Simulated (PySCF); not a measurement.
Several orderings of computed values.

Species are written as SMILES; each is one conformer at its optimised geometry, gas phase, non-relativistic unless stated; the electronic structure was computed with PySCF and density fitting.

The conformers computed, where there is a choice (atom-mapped SMILES and torsion angles):
- `[CH:1]#[C:2][CH2:3][C:4](=[O:5])[CH2:6][C:7]#[N:8]`: C2–C3–C4–O5 -141°, C3–C4–C6–C7 50°
- `[O:1]=[CH:2][c:3]1[cH:4][cH:5][cH:6][n:7][cH:8]1`: O1–C2–C3–C4 0°
- `[CH3:1][Si@:2]([F:3])([SiH3:4])[SiH2:5][F:6]`: C1–Si2–Si5–F6 86°
- `[F:1][SiH:2]([F:3])[CH2:4][SiH2:5][SiH3:6]`: F1–Si2–C4–Si5 71°, Si2–C4–Si5–Si6 -62°
- `[F:1][SiH2:2][CH:3]([SiH3:4])[SiH2:5][F:6]`: F1–Si2–C3–Si4 -60°, Si2–C3–Si5–F6 57°
- `[F:1][SiH2:2][CH2:3][CH2:4][S:5][SiH3:6]`: F1–Si2–C3–C4 54°, Si2–C3–C4–S5 -177°, C3–C4–S5–Si6 -72°
- `[O:1]=[CH:2][c:3]1[cH:4][cH:5][n:6][cH:7][cH:8]1`: O1–C2–C3–C4 180°

Task: Rank by HOMO–LUMO gap, lowest first (PBE0/def2-SVPD at GFN2-xTB geometries).
A. `C[Si@](F)([SiH3])[SiH2]F`
B. `F[SiH](F)C[SiH2][SiH3]`
C. `C#CCC(=O)CC#N`
D. `O=Cc1cccnc1`

Result: D (5.33 eV), C (6.46 eV), A (6.66 eV), B (8.35 eV).

Task: By how much do the two ends of that ranking differ?

Result: By 3.02 eV, between `F[SiH](F)C[SiH2][SiH3]` and `O=Cc1cccnc1`.

Task: Rank by electronic spatial extent ⟨r²⟩ about the centre of nuclear charge, highest first (PBE0/def2-SVPD at GFN2-xTB geometries).
A. `F[SiH2]C([SiH3])[SiH2]F`
B. `O=CC1=CC=CN=C1`
C. `F[SiH](C[SiH2][SiH3])F`
D. `F[SiH2]CCS[SiH3]`
E. `C#CCC(=O)CC#N`

Result: D (1747 bohr²), C (1321 bohr²), A (1260 bohr²), E (932 bohr²), B (900 bohr²).

Task: By how much do the two ends of that ranking differ?

Result: By 847 bohr², between `F[SiH2]CCS[SiH3]` and `O=Cc1cccnc1`.

Task: Rank by HOMO energy, lowest first (PBE0/def2-SVPD at GFN2-xTB geometries).
A. `F[SiH](F)C[SiH2][SiH3]`
B. `O=Cc1cccnc1`
C. `F[SiH2]C([SiH3])[SiH2]F`
D. `O=Cc1ccncc1`
E. `C[Si@](F)([SiH3])[SiH2]F`
F. `C(#N)CC(=O)CC#C`
G. `F[SiH2]CCS[SiH3]`

Result: C (-8.97 eV), A (-8.63 eV), E (-8.18 eV), F (-8.02 eV), D (-7.80 eV), B (-7.65 eV), G (-6.94 eV).

Task: Rank by static isotropic polarisability, highest first (PBE0/def2-SVPD at GFN2-xTB geometries).
A. `O=Cc1cccnc1`
B. `F[SiH2]CCS[SiH3]`
C. `C#CCC(=O)CC#N`
D. `C[Si@](F)([SiH3])[SiH2]F`
E. `F[SiH2]C([SiH3])[SiH2]F`
F. `[SiH2](C[SiH](F)F)[SiH3]`

Result: B (99.2 au), D (97.2 au), F (92.8 au), E (88.4 au), A (77.6 au), C (71.8 au).

Task: Rank by lowest triplet excitation (Tamm–Dancoff), lowest first (TDA PBE0/def2-SVPD at GFN2-xTB geometries).
A. `F[SiH2]CCS[SiH3]`
B. `O=Cc1cccnc1`
C. `C[Si@](F)([SiH3])[SiH2]F`
D. `C#CCC(=O)CC#N`
E. `F[SiH](F)C[SiH2][SiH3]`

Result: B (3.10 eV), D (3.81 eV), C (4.63 eV), A (5.06 eV), E (6.26 eV).

Task: By how much do the two ends of that ranking differ?

Result: By 3.16 eV, between `F[SiH](F)C[SiH2][SiH3]` and `O=Cc1cccnc1`.

Task: Rank by lowest singlet excitation, lowest first (TDDFT PBE0/def2-SVPD at GFN2-xTB geometries).
A. `C#CCC(=O)CC#N`
B. `F[SiH](F)C[SiH2][SiH3]`
C. `C[Si@](F)([SiH3])[SiH2]F`
D. `F[SiH2]C([SiH3])[SiH2]F`
E. `n1cc(ccc1)C=O`

Result: E (3.58 eV), A (4.39 eV), C (5.46 eV), D (7.01 eV), B (7.16 eV).

Task: By how much do the two ends of that ranking differ?

Result: By 3.58 eV, between `F[SiH](F)C[SiH2][SiH3]` and `O=Cc1cccnc1`.
